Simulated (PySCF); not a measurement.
C2HF3O2, SMILES O=C(O)C(F)(F)F (connectivity only; charge and spin as stated), charge -1, multiplicity 2.

Coordinates come from a r2SCAN-D4/def2-SVPD optimisation. The spin state was assumed, not searched. Other conformers were not sampled.

Two levels are set side by side: PBE/def2-SVPD (PySCF) and PBE0/def2-SVPD (PySCF). Same geometry, gas phase. Differences are taken from unrounded values.

| quantity | PBE |
|---|---|
| α-spin orbital gap (eV) | 1.79 |
| β-spin orbital gap (eV) | 4.13 |
| mean polarisability (bohr³) | 58.5 |

Problem. These are the PBE values. What does PBE0 give? (An estimate is asked for; the answer gives what the named calculation found.)

Solution. 
```
quantity                     PBE0  PBE minus PBE0
---------------------------  ----  --------------
α-spin orbital gap (eV)      3.75           -1.95
β-spin orbital gap (eV)      6.67           -2.54
mean polarisability (bohr³)  50.2             8.2
```

PBE's more diffuse valence density responds more strongly to a field. Differences between two approximate levels are no errors against the true value.

Rough cost on one machine, each run with all the roots and properties that it gave: PBE0 against PBE within a factor of 2.
